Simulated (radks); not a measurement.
Species: Re. Configuration: [Xe] 4f14 5d5 6s2.

Method: non-relativistic Kohn-Sham, r2SCAN, spin-polarised, spherical densities, point nucleus; open shells are filled with parallel spins first (spin-orbit coupling, left out, can overturn this in heavy ions); meta-GGA in the generalised Kohn-Sham scheme; relativity is left out, which matters for an element this heavy; computed with a radial shooting solver on a logarithmic mesh with Libxc functionals.

Energy parts (eV):
| part | energy |
|---|---|
| total | -429634.11 |
| kinetic | 429523.95 |
| electron-nucleus | -1023114.89 |
| Hartree | 172508.60 |
| exchange-correlation | -8551.77 |

Orbitals (lengths in bohr, moments of r in powers of bohr; r(max) is where P^2 peaks):
orbital  occ.  eigenvalue (eV)      <r>       <r^4>   r(max)
1s up       1        -65643.44  0.02020   7.498e-07  0.01340
1s down     1        -65643.45  0.02020   7.498e-07  0.01340
2s up       1        -10849.36  0.08526   0.0001220  0.07294
2s down     1        -10848.93  0.08526   0.0001220  0.07294
2p up       3        -10400.55  0.07213  0.00007676  0.05666
2p down     3        -10400.25  0.07213  0.00007675  0.05665
3s up       1        -2498.592   0.2161    0.004222   0.2000
3s down     1        -2498.552   0.2161    0.004221   0.2000
3p up       3        -2290.114   0.2063    0.003768   0.1885
3p down     3        -2290.047   0.2063    0.003767   0.1885
3d up       5        -1902.291   0.1809    0.002558   0.1489
3d down     5        -1902.062   0.1809    0.002558   0.1489
4s up       1        -512.5785   0.4805     0.09782   0.4493
4s down     1        -512.3538   0.4805     0.09780   0.4494
4p up       3        -424.1015   0.4872      0.1079   0.4501
4p down     3        -423.8488   0.4873      0.1078   0.4502
4d up       5        -263.0478   0.5025      0.1367   0.4462
4d down     5        -262.7095   0.5023      0.1361   0.4463
4f up       7         -52.6359   0.5654      0.3508   0.4121
4f down     7         -52.0659   0.5614      0.3305   0.4120
5s up       1         -72.8433    1.146       3.211    1.031
5s down     1         -69.6572    1.132       3.040    1.024
5p up       3         -46.8992    1.263       5.036    1.107
5p down     3         -43.2196    1.245       4.756    1.096
5d up       5          -8.5352    1.812       29.53    1.399
5d down     0          -4.3159    1.967       57.92    1.372
6s up       1          -5.6236    3.255       229.4    2.770
6s down     1          -4.2290    3.784       434.8    3.116

The highest occupied level is 6s down at -4.229 eV. The configuration is held as typed, so some empty levels lie below it. For comparison, the ionisation energy in NIST's Atomic Spectra Database is 7.834 eV (measured). In exact Kohn-Sham theory the highest level is minus the ionisation energy, but local and semilocal functionals leave it too shallow, through self-interaction and a potential that decays too fast; potentials with the right tail come closer. The spin density at the nucleus is 1.732 e/bohr^3 (1s 0.048, 2s -0.467, 3s -0.174, 4s 0.887, 5s -4.790, 6s 6.228). Virial ratio -V/T = 2.00026. Summed over all electrons, <r^2> = 72.95 bohr^2, which gives a Langevin (diamagnetic) susceptibility term of -57.8 x 10^-6 cm^3/mol.
